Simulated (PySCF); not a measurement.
**Structure from NMR data**

An unknown has the formula C$_{4}$H$_{12}$OSi$_{2}$. Its calculated NMR data are:

$^{1}$H NMR (600 MHz, computed): δ 10.17 (s, 1H), 3.90 (q, 2H), 3.60 (t, 3H), 1.47 (s, 6H).

$^{13}$C{$^{1}$H} NMR (computed): δ 221.1 (CH), 40.4 (C), 24.8 (CH3, 2C).

Method: GIAO PBE0/pcSseg-1 shieldings, GFN2-xTB structure, in PySCF 2.14.0 with density-fitted response routines (single conformer, one averaged value for each set of equivalent atoms, no solvent model, non-relativistic Hamiltonian).

Chemical shifts δ = σref − σ; TMS for $^{1}$H (σ = 31.72 ppm), $^{13}$C (σ = 186.93 ppm), all at this level.

Task: Which candidate is it?
A. O=C(C[SiH3])CC[SiH3]
B. CO[C@H]1[SiH2][C@H](C)[SiH2]1
C. CC(C)(C=O)[SiH2][SiH3]

Result: C. 

1. The formula gives 1 degree of unsaturation (no ring in the answer).
2. 3 carbon signals for 4 carbons: some carbons are equivalent by symmetry or fast rotation.
3. Carbon types of the structure: 1 × C, 1 × CH, 2 × CH3, leaving 5 H on heteroatoms.
4. δC 221.1: aldehyde carbonyl carbon; the double bond to the heteroatom, with no lone-pair donor beside it, deshields it most.
5. δC 40.4: fully substituted sp3 carbon bonded to Si, α to a carbonyl; the adjacent C=O deshields it moderately.
6. δC 24.8: methyl carbon; saturated and bonded to C and H only.
7. δH 10.17: hydrogen on an aldehyde carbonyl carbon; the C=O anisotropy and electron withdrawal place aldehyde protons far downfield.
8. δH 1.47: hydrogen on a methyl carbon.

The others: O=C(C[SiH3])CC[SiH3] would give 4 carbon signals, not 3; CO[C@H]1[SiH2][C@H](C)[SiH2]1 would give 4 carbon signals, not 3.

Shifts are as computed. Against solution values, carbons near 30 ppm lie about +3 ppm off and those near 130 ppm about +5 ppm. Of 1211 compounds with measured shifts, 218 miss one by over three times the rms of a fit or turn the order of signals round; such compounds aren't used in these exercises. No couplings were computed; multiplicities are counted from neighbouring protons, with m where these are inequivalent, close in shift, in a saturated or five-membered ring or joined by F or P, and br s for small geminal =CH2 splittings.
